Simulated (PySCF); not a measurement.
Ionisation energy of Ge+ by level of theory

Ge+ [Ar] 3d10 4s2 4p1 (2P) → Ge(2+) [Ar] 3d10 4s2 (1S), as a difference of total energies. Calculation: PySCF 2.14, in def2-TZVP; the non-relativistic Hamiltonian (point nucleus). Correlated levels: valence: [Ar] 3d10 frozen. The calculations carry no spin-orbit coupling.

```json
{"method": "UHF", "ionisation energy (eV)": "15.224"}
{"method": "r2SCAN", "ionisation energy (eV)": "15.943"}
{"method": "MP2 (valence)", "ionisation energy (eV)": "15.456"}
{"method": "SCS-MP2 (valence)", "ionisation energy (eV)": "15.443"}
{"method": "CCSD(T) (valence)", "ionisation energy (eV)": "15.549"}
```

Problem. Estimate what CCSD (valence) gives.

Solution. 15.527 eV, closest to CCSD(T) (valence) among the rows shown.

Problem. Estimate what BP86 gives.

Solution. 15.887 eV, closest to r2SCAN among the rows shown.

These non-relativistic numbers lack the scalar-relativistic shift.

Errors of the correlated levels include the incompleteness of this basis and the frozen core.

For comparison: 15.789 eV (measured; NIST levels, between the centres of gravity of the two terms).
